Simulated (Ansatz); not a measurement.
Consider the ligand exchange at the Al–C bond: `[AlH2][CH2][AlH2]` + `O[SiH](O)[SiH3]` → `O[SiH]([SiH3])[O][AlH2]` + `[CH3][AlH2]`.

Isolated molecules relaxed with PBE0-D4/def2-TZVP in Ansatz; ΔE leaves out vibrations. CBS: MP2 limit from def2 TZ/QZ plus the TZ coupled-cluster correction, frozen cores. This one scheme is used for every species. DFT in def2-TZVPP. B3LYP here is the variant with VWN-RPA as its local correlation; programs differ in this. Each species was taken in one conformer, which may not be the lowest.

```json
{"level": "B3LYP-D4", "ΔE (kcal/mol)": "-34.2"}
{"level": "CCSD/CBS(def2)", "ΔE (kcal/mol)": "-33.5"}
```

(1) What does CCSD(T)/CBS give? (Estimate.)

Largest T1 diagnostic among the species: 0.013.

Results:

(1) The calculation gave: -32.7 kcal/mol. The listed levels differ from it by -1.5, -0.8 kcal/mol.

At CCSD(T), def2-SVP lies −1.6 kcal/mol from the extrapolated value and def2-TZVPP −0.2 kcal/mol. From PBE to PBE0 (25 % exact exchange), in def2-TZVPP and without D4, ΔE moves by −1.1 kcal/mol. In def2-TZVPP, CCSD(T) changes the Hartree–Fock value by +4.6 kcal/mol (the triples alone add +0.8 kcal/mol) and MP2 by +4.3 kcal/mol.
